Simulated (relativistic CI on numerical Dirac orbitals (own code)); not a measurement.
**What each ingredient does to the levels of Yb15+**

Base calculation: Dirac-Coulomb-Breit CI, separate exchange-only KLI orbitals for each configuration, a model potential for QED, unscaled Slater integrals.

Configurations in the expansion (outside the closed core [Ar] 3d10): 4s²4p⁶4d¹⁰4f⁹, 4s²4p⁶4d¹⁰4f⁷5s², 4s²4p⁶4d¹⁰4f⁷5s5p, 4s²4p⁶4d¹⁰4f⁸5p, 4s²4p⁶4d⁹4f¹⁰, 4s²4p⁶4d¹⁰4f⁸6p, 4s²4p⁵4d¹⁰4f¹⁰, 4s4p⁶4d¹⁰4f¹⁰, 4p⁶4d¹⁰4f¹¹. Levels of other configurations are missing.

Variants: (1) QED terms removed; (2) configuration mixing switched off. Shifts of the energy above 4s²4p⁶4d¹⁰4f⁷5s² ⁸S°7/2, in cm⁻¹, for the lowest level and the first level of each name with at least 55 % of one term (blank where a level changes its place among those of its configuration and J or its character, or is not in the variant):

```
                   Level     Base     Δ(1)     Δ(2)
 4s²4p⁶4d¹⁰4f⁷5s² ⁸S°7/2      0.0      0.0      0.0
 4s²4p⁶4d¹⁰4f⁷5s² ⁶P°7/2  57562.2    +63.1   +504.2
 4s²4p⁶4d¹⁰4f⁷5s² ⁶P°5/2  59835.1    +43.9   +495.0
 4s²4p⁶4d¹⁰4f⁷5s² ⁶P°3/2  61806.6    +30.4   +526.9
 4s²4p⁶4d¹⁰4f⁷5s² ⁶I°7/2  64302.5    +28.2    +60.4
4s²4p⁶4d¹⁰4f⁷5s² ⁶I°17/2  65645.9     +4.5    +25.6
 4s²4p⁶4d¹⁰4f⁷5s² ⁶I°9/2  65686.7    +14.1    +44.0
4s²4p⁶4d¹⁰4f⁷5s² ⁶I°11/2  66729.0     +3.4    +33.0
4s²4p⁶4d¹⁰4f⁷5s² ⁶I°15/2  67055.6     -0.7    +30.1
4s²4p⁶4d¹⁰4f⁷5s² ⁶I°13/2  67239.3     -2.0    +27.7
 4s²4p⁶4d¹⁰4f⁷5s² ⁶D°9/2  73572.5    +33.1   +155.0
 4s²4p⁶4d¹⁰4f⁷5s² ⁶D°7/2  76917.8    +20.7   +293.6
   4s²4p⁶4d¹⁰4f⁹ ⁶H°15/2  77321.4  +3666.4  +1440.7
 4s²4p⁶4d¹⁰4f⁷5s² ⁶D°1/2  77385.5    -16.0     +6.0
```

At this charge transitions that keep the count of f electrons are usually good to a few per cent. Terms inside the open d or f shell come out 10 to 20 % too wide with unscaled integrals. Levels and lines within the n = 5 or 6 shells can be off by up to 10 % or somewhat more, and those that change n by about 2 %, since core polarisation is missing. Levels that differ in their count of f electrons can be misplaced by several ten thousand cm⁻¹, since the correlation energy of f electrons is missing or only estimated; rates across such gaps can be off by orders of magnitude. The computed lowest level isn't the tabulated ground level, which NIST ASD gives as 4f9 6H°15/2; for such ions that label comes from theory and may be the wrong one.

Ionisation energy from one configuration of each of the two ions, the ground ones as tabulated or assumed: base 329.078 eV. The NIST ASD value (theoretical) is 360 ± 19 eV. The gap of more than 2 % comes from missing correlation, or from a tabulated value that is itself an estimate.

LS names give the leading component of a level, which can be under half, so a name can repeat, a term be missing and a line seem to break the LS rules.
